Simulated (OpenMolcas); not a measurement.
**O²⁺: effect of the active space**

* Program: OpenMolcas 26.06
* Method: XMS-CASPT2 or its RAS form, IPEA 0.25 Eh, imaginary shift 0.1 Eh
* Basis: ANO-RCC-VTZP
* Scalar Hamiltonian: DKH2, point nucleus
* Spin-orbit coupling: RASSI with atomic mean-field integrals over the reference wave functions, term energies averaged over their components

A. 2 electrons in 3 orbitals (2p); 2S+1 = 3 even, 3 roots; 2S+1 = 1 even, 6 roots; closed shells correlated: 1s 2s; CASPT2 step of the order of 0.8 core-seconds
B. 4 electrons in 4 orbitals (2s 2p); 2S+1 = 3 even, 6 roots; 2S+1 = 1 even, 11 roots; 2S+1 = 5 odd, 1 root; 2S+1 = 3 odd, 9 roots; 2S+1 = 1 odd, 8 roots; closed shells correlated: 1s; CASPT2 step roughly 2.3 core-seconds
C. 4 electrons in 8 orbitals (2s 2p 3s 3p); 2S+1 = 3 even, 3 roots; 2S+1 = 1 even, 11 roots; 2S+1 = 5 odd, 1 root; 2S+1 = 3 odd, 9 roots; 2S+1 = 1 odd, 8 roots; closed shells correlated: 1s; CASPT2 step about 7 core-seconds
D. 4 electrons in 9 orbitals (RAS2 2s 2p; RAS3 3d, at most 2 electrons); 2S+1 = 3 even, 6 roots; 2S+1 = 1 even, 11 roots; 2S+1 = 5 odd, 1 root; 2S+1 = 3 odd, 9 roots; 2S+1 = 1 odd, 8 roots; closed shells correlated: 1s; CASPT2 step of the order of 16 core-seconds

Energies in cm-1 above 2s2 2p2 3P0, the measured ground level; measured values from Moore, Selected Tables of Atomic Spectra, NSRDS-NBS 3, section 11.

| Level | A | B | C | D | Measured |
| --- | --- | --- | --- | --- | --- |
| 2s2 2p2 3P0 | 0.0 | 0.0 | 0.0 | 0.0 | 0.0 |
| 2s2 2p2 3P1 | 114 | 106 | 109 | 106 | 113 |
| 2s2 2p2 3P2 | 336 | 312 | 323 | 312 |  |
| 2s2 2p2 1D2 | 20760 | 20700 | 20080 | 21020 | 20273 |
| 2s2 2p2 1S0 | 47740 | 44540 | 43780 | 44740 | 43186 |

Deviations, from unrounded energies. A percentage is the sum of absolute deviations over the sum of measured energies, with the sign that they share, or ± where signs differ.

| Against measurement | Levels | A | B | C | D |
| --- | --- | --- | --- | --- | --- |
| mean absolute deviation (cm-1) | 3 | 1700 | 600 | 260 | 770 |
| fine structure of the ground term (%) | 1 | +0.6 | -6.5 | -3.5 | -6.8 |
| other terms of the ground configuration (%) | 2 | +7.9 | +2.8 | ±1.2 | +3.6 |

C lies closest to measurement on these levels and A furthest from it. The largest miss of C in the table is 2s2 2p2 1S0, by +590 cm-1. The ranking rests on the paired levels alone, and a cruder setting can come out closer through cancelling errors.

Among A to D the level of the table that moves most is 2s2 2p2 1S0, by 4000 cm-1 (lowest in C, highest in A). Moves below CASPT2's spread within the term are not significant.

CASPT2 does not keep the components of a term degenerate, so their means are used; among the terms shown or strongly mixed into the levels shown the widest spread is 270 cm-1 (2s2 2p2 1D, A). Over all roots computed the reference weight is 0.94 to 0.99 in B, 0.94 to 1.00 in C; the roots of lowest weight are the least certain, and an intruder state may touch them. With the s shell closed, the reference lacks s² → p² mixing (holds for A). Active for correlation alone: 3p 3s; no level in the range computed is led by a configuration that fills them, so any true level of that kind is missing (holds for C). Active for correlation alone: 3d; no level in the range computed is led by a configuration that fills it, so any true level of that kind is missing (holds for D). Measured partners are found by configuration, term and J. A level has none where our copy of the source lacks it or the pairing is in doubt (some pairs that miss far off the trend of their configuration count as doubtful), and it then counts in no deviation. Levels of configurations outside the active space are missing. Levels that lie high or do not pair safely by name in every column are left out.
